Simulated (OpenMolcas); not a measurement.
**Mn2+, Tc2+, Re2+: d5 down the group**

- Program: OpenMolcas
- Method: SS-CASPT2, IPEA 0.25 Eh, imaginary shift 0.1 Eh
- Basis: ANO-R2
- Scalar Hamiltonian: X2C, finite nucleus
- Spin-orbit coupling: RASSI with atomic mean-field integrals over the reference wave functions, term energies averaged over their components

Active space for each ion: 5 electrons in 5 orbitals (d); closed shells correlated by CASPT2: Mn2+ 3s 3p; Tc2+ 4s 4p; Re2+ 5s 5p.

Computed levels in cm-1 above 6S 5/2:

```csv
Level,Mn2+,Tc2+,Re2+
4G 7/2,27830,20810,18870
4G 11/2,27840,20860,19730
4G 9/2,27840,20900,20200
4P 1/2,30590,23560,21230
4D 7/2,33440,24520,23200
4D 1/2,33490,25080,25910
2I 11/2,40720,30760,28730
2I 13/2,40760,31080,31040
2F 7/2(1),44640,35050,38190
weight of 6S in the lowest level (%),100,99,91
```

Mixed levels, with the weight of the term that names them: Tc2+ 4P 1/2 (75 %), Re2+ 4G 7/2 (71 %), Re2+ 4P 1/2 (60 %), Re2+ 4D 7/2 (74 %), Re2+ 4D 1/2 (63 %), Re2+ 2F 7/2(1) (51 %).

Measured, with the error of the calculation in %. Measured levels: Mn2+ from Corliss and Sugar, J. Phys. Chem. Ref. Data 6, 1253 (1977); Re2+ from the list in Brasseur, Gamrath and Quinet, At. Data Nucl. Data Tables 157, 101636 (2024).

```csv
Level,Mn2+,Re2+
4G 7/2,26860 (+3.6),16890 (+11.7)
4G 11/2,26824 (+3.8),18020 (+9.5)
4G 9/2,,18346 (+10.1)
4D 7/2,32307 (+3.5),20453 (+13.4)
4D 1/2,32369 (+3.5),
2I 11/2,39174 (+3.9),26170 (+9.8)
2I 13/2,39176 (+4.0),28588 (+8.6)
2F 7/2(1),42606 (+4.8),
```

Without spin-orbit coupling 4G lies 27830, 20830, 19420 cm-1 above 6S in that order; the difference to the level 4G 7/2, of either sign, comes from spin-orbit coupling, which also lowers the zero.

CASPT2 does not keep the components of a term degenerate, so their means are used; among the terms shown or strongly mixed into the levels shown the widest spread is 300 cm-1 (5d5 2G(1), Re2+). Levels of configurations with an s electron are missing; early in the row they begin among the upper levels of the d shell and mix with terms of their name (holds for Tc2+). Configurations with an s electron lie low in 5d ions of this charge, fall among these levels and mix in, so low-spin terms can stand far too high, up to twice their true height, and weights are not those of the real levels (holds for Re2+). Measured partners are found by configuration, term and J. A level has none where our copy of the source lacks it or the pairing is in doubt (some pairs that miss far off the trend of their configuration count as doubtful), and it then counts in no deviation. Only configurations of the active space appear.

A number in round brackets counts repeated terms of one configuration in the order of the reference energies.
